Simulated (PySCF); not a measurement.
GeOBr2, SMILES [Br][Ge](=[O])[Br]. Atoms are numbered in the order given.

```xyz
4

Ge     0.0000     0.0000     0.7355
O      0.0000     0.0000     2.3700
Br     0.0000     1.8604    -0.6071
Br     0.0000    -1.8604    -0.6071
```
Charge 0, spin multiplicity 1.

Geometry optimised at B3LYP-D3(BJ)/def2-SVP.

Two levels are set side by side: PBE/pcSseg-1 (PySCF) and PBE0/pcSseg-1 (PySCF). GIAO shifts against GeH4 (⁷³Ge), H2O (¹⁷O) at the same level; non-relativistic, no solvent, atoms listed together averaged. Without spin–orbit terms, shifts of atoms bonded to Cl or Br come out too high at both levels. Differences are taken from unrounded values.

```json
[
 {"quantity": "δ(⁷³Ge) of Ge1 (ppm)", "PBE0": "472.4"},
 {"quantity": "δ(¹⁷O) of O2 (ppm)", "PBE0": "618.8"}
]
```

Problem. What does PBE give, and how far is it from PBE0? (An estimate is asked for; the answer gives what the named calculation found.)

Solution. 
```
quantity                PBE  PBE minus PBE0
--------------------  -----  --------------
δ(⁷³Ge) of Ge1 (ppm)  403.8           -68.5
δ(¹⁷O) of O2 (ppm)    646.7            27.9
```

Rough cost on one machine, each run with all the roots and properties that it gave: PBE0 against PBE within a factor of 2.
